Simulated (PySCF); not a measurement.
# How the method changes the constants of GaS

State: ²Σ⁺ (doublet), unpaired electrons σ ↑. Set-up: PySCF, no relativity, basis sets Ga 6-31G(d,p), S 6-31G(d,p). De refers to Ga + S in their high-spin ground configurations, without counterpoise correction. The functionals are run spin-unrestricted. A positive dipole means Ga(−)S(+). Levels whose curve was spin-contaminated or gave no clean fit are not listed.

```json
{"Level": "UHF", "Re (Å)": "2.096", "ωe (cm⁻¹)": "400", "De (eV)": "1.89", "μ (D)": "-4.30"}
{"Level": "UHF-CCSD", "Re (Å)": "2.083", "ωe (cm⁻¹)": "466", "De (eV)": "3.02", "μ (D)": "n/a"}
{"Level": "UHF-CCSD(T)", "Re (Å)": "2.082", "ωe (cm⁻¹)": "477", "De (eV)": "3.22", "μ (D)": "n/a"}
{"Level": "LDA", "Re (Å)": "2.067", "ωe (cm⁻¹)": "475", "De (eV)": "4.52", "μ (D)": "-2.68"}
{"Level": "PBE", "Re (Å)": "2.098", "ωe (cm⁻¹)": "448", "De (eV)": "3.81", "μ (D)": "-2.90"}
{"Level": "r²SCAN", "Re (Å)": "2.071", "ωe (cm⁻¹)": "473", "De (eV)": "3.80", "μ (D)": "-3.12"}
{"Level": "B3LYP", "Re (Å)": "2.110", "ωe (cm⁻¹)": "430", "De (eV)": "3.43", "μ (D)": "-3.13"}
{"Level": "PBE0", "Re (Å)": "2.079", "ωe (cm⁻¹)": "463", "De (eV)": "3.59", "μ (D)": "-3.30"}
{"Level": "M06", "Re (Å)": "2.113", "ωe (cm⁻¹)": "413", "De (eV)": "3.61", "μ (D)": "-2.93"}
{"Level": "CAM-B3LYP", "Re (Å)": "2.089", "ωe (cm⁻¹)": "441", "De (eV)": "3.34", "μ (D)": "-3.28"}
```

(1) Which functional lies closest to UHF-CCSD(T) in De, which farthest, and by how much do they differ from it?

(2) What does a quarter of exact exchange do here, going from PBE to PBE0?

(3) What does the step from GGA to meta-GGA do here, going from PBE to r²SCAN?

Correlated steps freeze 14 core orbitals. Correlated levels converge slowly with the basis: in double zeta they bind strong bonds too weakly, by up to about 1 eV, and carry superposition errors of some tenths. Spin–orbit coupling is left out. The state was picked by a PBE0 search and need not be the measured ground state.

The whole job (state search and all levels along the bond) took about 2.7 min on 1 thread of Arm Neoverse V1 (shared host), peak memory 0.6 GiB.

## Answers

(1) Closest is CAM-B3LYP (+0.7 pm in Re, -7.5 % in ωe, +0.12 eV in De against UHF-CCSD(T) in the same basis), farthest LDA (-1.5 pm in Re, -0.4 % in ωe, +1.30 eV in De). CCSD(T) converges more slowly with the basis than the functionals do and binds too weakly in this one, so the order can change at the basis-set limit.

(2) PBE0 less PBE: -1.9 pm in Re, +3.3 % in ωe, -0.22 eV in De. Exact exchange removes part of the self-interaction that spreads semilocal densities, and in most molecules shortens and stiffens the bond and lowers De; so it does here.

(3) r²SCAN less PBE: -2.7 pm in Re, +5.6 % in ωe, -0.01 eV in De.
